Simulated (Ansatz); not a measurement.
`BC(F)[SiH3]` + `[AlH]1[SiH2][S]1` → `[BH2][Al]1[SiH2][S]1` + `FC[SiH3]` at 400 K and 1 bar (formal exchange of groups at a B–C bond).

Computed with Ansatz on PBE0-D4/def2-TZVP structures; ΔE is electronic, products minus reactants. CBS: MP2 limit from def2 TZ/QZ plus the TZ coupled-cluster correction, frozen cores.

| species | CCSD(T)/CBS energy (Eh) | H − E (kJ/mol) | S (J/(mol·K)) |
| --- | --- | --- | --- |
| `BC(F)[SiH3]` | -455.28386 | 199.6 | 354.9 |
| `[AlH]1[SiH2][S]1` | -930.69501 | 91.3 | 320.3 |
| `[BH2][Al]1[SiH2][S]1` | -956.06081 | 134.1 | 373.9 |
| `FC[SiH3]` | -429.90570 | 165.5 | 311.5 |

H − E and S are ideal-gas, rigid-rotor, harmonic terms from PBE0-D4/def2-TZVP, for one conformer and one mirror image of each species. 1 Eh = 2625.50 kJ/mol, R = 8.31446 J/(mol·K).

Q: By hand: ΔE, ΔH, ΔS and ΔG.

A: ΔE = (-956.06081) + (-429.90570) − (-455.28386) − (-930.69501) = 0.01236 Eh = 32.5 kJ/mol. Δ(H − E) = 134.1 + 165.5 − 199.6 − 91.3 = 8.7, so ΔH = 41.2 kJ/mol. ΔS = 373.9 + 311.5 − 354.9 − 320.3 = 10.2 J/(mol·K). ΔG = 41.2 − 400 × (10.2)/1000 = 37.1 kJ/mol.

Q: By hand: the equilibrium constant, and the temperature at which ΔG would vanish if ΔH and ΔS stayed fixed.

A: log₁₀ K = −ΔG/(RT ln 10) = -4.8. ΔG = 0 at ΔH/ΔS = 4039 K, far beyond where these terms or the molecules hold.

The number of gas molecules stays the same, so ΔS is small and ΔH decides. A doubt of 5 kJ/mol in ΔE shifts log₁₀ K by 0.7 here. Other conformers and mirror images would add mixing entropy, several J/(mol·K) or more a flexible species. These are equilibria of isolated gas molecules and say nothing of rates. Largest T1 diagnostic: 0.016 (customary marks: 0.02 for closed shells, 0.045 for open ones).
